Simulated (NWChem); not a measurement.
GaNH$_{3}$OCl; SMILES [NH2][Ga]([Cl])[OH]

```xyz
7

Ga     0.0068    -0.3128    -0.0020
Cl    -0.0243     1.8354     0.0016
O      1.5691    -1.1525     0.0040
H      2.3267    -0.5590    -0.0030
N     -1.5255    -1.2391     0.0105
H     -1.5611    -2.2488    -0.0358
H     -2.4372    -0.8043    -0.0317
```
Atoms are numbered in this order, from 1.

Program: NWChem. Pople sets run with spherical d functions. The geometry was optimised at PBE0/def2-SVP. Level M06-2X/6-31G*: energy and gradient on several grids; changes count from the extra-fine grid, which is no exact limit either.

| grid | size of the energy change (μHa) | largest change of a gradient component (μHa/bohr) |
|---|---|---|
| xcoarse | 20000 | 3000 |
| coarse | 800 | 500 |
| medium | 50 | 100 |
| fine | < 10 | 30 |
| xfine | < 10 | < 30 |
